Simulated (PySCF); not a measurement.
Two species compared at the same levels of theory.

First species: CH11NSi3.
InChI=1S/CH11NSi3/c2-4-1-5-3/h1-2,4-5H2,3H3

Second species: C4H4F2O3.
InChI=1S/C4H4F2O3/c5-4(6)9-3-1-2(7)8-3/h3-4H,1H2/t3-/m1/s1

Levels: PBE0/def2-SVPD for dipole moment, HOMO energy, LUMO energy, HOMO–LUMO gap, static isotropic polarisability and electronic spatial extent ⟨r²⟩ about the centre of nuclear charge; TDDFT PBE0/def2-SVPD for lowest singlet excitation; TDA PBE0/def2-SVPD for lowest triplet excitation (Tamm–Dancoff); GFN2-xTB for rotational constant A and rotational constant C. Geometries: GFN2-xTB. Each species is one conformer at its optimised geometry, gas phase, non-relativistic unless stated; the electronic structure was computed with PySCF and density fitting.

Dipoles, sizes and rotational constants follow the conformer. The torsions of the flexible species, by atom-mapped SMILES:
- `[NH2:1][SiH2:2][CH2:3][SiH2:4][SiH3:5]`: N1–Si2–C3–Si4 174°, Si2–C3–Si4–Si5 -63°, H–N1–Si2–C3 47°, H–N1–Si2–C3 -176°
- `[O:1]=[C:2]1[CH2:3][C@@H:4]([O:5][CH:6]([F:7])[F:8])[O:9]1`: C3–C4–O5–C6 168°, C4–O5–C6–F7 70°

| property | column X | column Y |
| --- | --- | --- |
| dipole moment | 2.25 D | 1.72 D |
| HOMO energy | -8.85 eV | -7.40 eV |
| LUMO energy | -0.50 eV | -0.04 eV |
| HOMO–LUMO gap | 8.35 eV | 7.36 eV |
| lowest singlet excitation | 6.01 eV | 6.23 eV |
| lowest triplet excitation (Tamm–Dancoff) | 5.45 eV | 5.90 eV |
| static isotropic polarisability | 58.3 au | 104.8 au |
| electronic spatial extent ⟨r²⟩ about the centre of nuclear charge | 1344 bohr² | 1362 bohr² |
| rotational constant A | 4.635 GHz | 4.352 GHz |
| rotational constant C | 0.803 GHz | 0.882 GHz |

**Question.** Which column belongs to which species?

**Answer.** Column X is the second species and column Y the first. The first has 16 atoms and 66 electrons, the second 13 and 70.

**Question.** How does each property change from the first species to the second?

**Answer.** dipole moment +0.53 D; HOMO energy -1.45 eV; LUMO energy -0.46 eV; HOMO–LUMO gap +0.99 eV; lowest singlet excitation -0.22 eV; lowest triplet excitation (Tamm–Dancoff) -0.45 eV; static isotropic polarisability -46.5 au; electronic spatial extent ⟨r²⟩ about the centre of nuclear charge -18 bohr²; rotational constant A +0.283 GHz; rotational constant C -0.079 GHz.

On the first: The polarisability is 15.52 Å³ as a volume (1 au = 0.148185 Å³), or 1.59 au for each of the 66 electrons. The principal polarisabilities are 90.8, 102.4 and 121.0 au; their mean is the isotropic value.

On the second: In atomic units the dipole is 0.89 e·bohr (1 au = 2.5417 D).
